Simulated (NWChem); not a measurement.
System meant: SnBrF, singlet; SMILES [Sn]([Br])[F]

Input file for NWChem:

```
start job
memory heap 200 mb stack 900 mb global 1100 mb
geometry units angstroms noautoz
  Sn     0.313281     0.893174     0.000000
  F     -1.548016     1.488140     0.000000
  Br    -0.107317    -1.608344     0.000000
end
basis spherical
  Sn library def2-svp
  F library def2-svp
  Br library def2-svp
end
ecp
  Sn library def2-ecp
end
dft
  odft
  mult 2
  xc xpbe96 cpbe96
  iterations 150
  mulliken
end
task dft energy
```

End of the output:

```
 ==============================================================================
                                 internuclear angles
 ------------------------------------------------------------------------------
        center 1       |       center 2       |       center 3       |  degrees
 ------------------------------------------------------------------------------
    2 F                |   1 Sn               |   3 Br               |    98.18
 ------------------------------------------------------------------------------
                            number of included internuclear angles:          1
 ==============================================================================

 Summary of "ao basis" -> "" (spherical)
 ------------------------------------------------------------------------------
       Tag                 Description            Shells   Functions and Types
 ---------------- ------------------------------  ------  ---------------------
 Sn                         def2-svp                10       26   4s4p2d
 F                          def2-svp                 6       14   3s2p1d
 Br                         def2-svp                12       32   5s4p3d

 Summary of "ao basis" -> "ao basis" (spherical)
 ------------------------------------------------------------------------------
       Tag                 Description            Shells   Functions and Types
 ---------------- ------------------------------  ------  ---------------------
 Sn                         def2-svp                10       26   4s4p2d
 F                          def2-svp                 6       14   3s2p1d
 Br                         def2-svp                12       32   5s4p3d

      Symmetry analysis of basis
      --------------------------

        a'         50
        a"         22

  number of electrons :                   66
  multiplicity        :                    2
 ------------------------------------------------------------------------
  no. of electrons and multiplicity not compatible                  66
 ------------------------------------------------------------------------
 ------------------------------------------------------------------------
  current input line :
    23: task dft energy
 ------------------------------------------------------------------------
 ------------------------------------------------------------------------
 There is an error in the input file
 ------------------------------------------------------------------------
 For more information see the NWChem manual at https://nwchemgit.github.io

0: no. of electrons and multiplicity not compatible:Received an Error in Communication
```

Question: Can this run be used? If not, why, and what is the fix?

Answer: The program refused the input. Cause: the multiplicity doesn't fit the number of electrons (an even count wants an odd multiplicity, and the reverse). This input runs:
```
start job
memory heap 200 mb stack 900 mb global 1100 mb
geometry units angstroms noautoz
  Sn     0.313281     0.893174     0.000000
  F     -1.548016     1.488140     0.000000
  Br    -0.107317    -1.608344     0.000000
end
basis spherical
  * library def2-svp
end
ecp
  Sn library def2-ecp
end
dft
  xc xpbe96 cpbe96
  iterations 150
  mulliken
end
task dft energy
```
It converges to -2887.52175 Ha (PBE/def2-SVP with def2 effective core potentials on Sn).
